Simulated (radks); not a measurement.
Values are calculated unless marked as measured or tabulated.
Initial-state core-level shifts of the molybdenum ion Mo+ when its valence configuration changes from [Kr] 4d5. Code: a radial shooting solver on a logarithmic mesh with Libxc functionals. Model: scalar-relativistic Kohn-Sham, PBE, spin-polarised, spherical densities, finite nucleus; open shells are filled with parallel spins first (spin-orbit coupling, left out, can overturn this in heavy ions); Fermi nuclear charge, rms radius 4.4091 fm. Shifts are changes of the shell-averaged eigenvalues in eV (positive: less bound); the change of the density at the nucleus, which sets a Mossbauer isomer shift, is in e/bohr^3, on a base of 9.268e+04.

valence              1s       2s       2p       3d  density at nucleus
4d4 5s1          -3.532   -3.775   -3.758   -3.721             +17.551
4d4.5 5p0.5      -2.324   -2.423   -2.414   -2.408              +0.811
4d3 5s2          -7.649   -8.153   -8.120   -8.011             +36.282
4d4 5s0.5 5p0.5  -4.149   -4.378   -4.360   -4.331              +9.791
4d3 5p2          -9.874  -10.370  -10.330  -10.245              +4.512
4d4.5 5s0.5      -1.709   -1.824   -1.816   -1.802              +8.316
4d4 5p1          -4.755   -4.969   -4.951   -4.929              +1.838
4d3.5 5s0.5 5p1  -6.679   -7.038   -7.011   -6.956             +11.444
4d3.5 5s1.5      -5.551   -5.916   -5.892   -5.824             +26.340
